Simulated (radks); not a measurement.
Values are calculated unless marked as measured or tabulated.
All-electron atom: Zr XVIII in [Ar] 3d5. Code: a radial shooting solver on a logarithmic mesh with Libxc functionals. Model: scalar-relativistic Kohn-Sham, exchange-only LDA, spin-polarised, spherical densities, point nucleus; open shells are filled with parallel spins first (spin-orbit coupling, left out, can overturn this in heavy ions).

Radial electron density D(r) = 4 pi r^2 rho(r):

```
   r/bohr * D(r) (the largest magnitude, 60.8, reaches the edge; | marks zero)
 0.001572 |*
 0.001759 | *
 0.001967 | *
   0.0022 |  *
 0.002461 |  *
 0.002753 |   *
 0.003079 |    *
 0.003444 |     *
 0.003852 |      *
 0.004274 |       *
 0.004781 |        *
 0.005348 |          *
 0.005981 |            *
  0.00669 |              *
 0.007483 |                 *
  0.00837 |                   *
 0.009362 |                      *
  0.01047 |                         *
  0.01171 |                             *
   0.0131 |                                *
  0.01465 |                                   *
  0.01639 |                                      *
  0.01833 |                                         *
   0.0205 |                                           *
  0.02293 |                                            *
  0.02565 |                                             *
  0.02869 |                                            *
  0.03209 |                                           *
   0.0359 |                                          *
  0.04015 |                                        *
  0.04455 |                                       *
  0.04983 |                                      *
  0.05574 |                                      *
  0.06234 |                                       *
  0.06973 |                                         *
  0.07799 |                                             *
  0.08724 |                                                 *
  0.09758 |                                                    *
   0.1091 |                                                      *
   0.1221 |                                                      *
   0.1365 |                                                   *
   0.1527 |                                              *
   0.1708 |                                       *
   0.1911 |                                 *
   0.2137 |                             *
    0.239 |                           *
   0.2674 |                            *
   0.2991 |                              *
   0.3345 |                                *
   0.3741 |                                *
   0.4185 |                              *
   0.4643 |                         *
   0.5194 |                   *
   0.5809 |             *
   0.6498 |        *
   0.7268 |    *
   0.8129 | *
   0.9093 |*
    1.017 *
    1.138 *
    1.272 *
    1.423 *
```

D(r) has 3 maxima, at r = 0.0261, 0.114, 0.359 bohr, and minima at 0.0527, 0.245 bohr, inside which lie 2.04, 10.98 electrons.
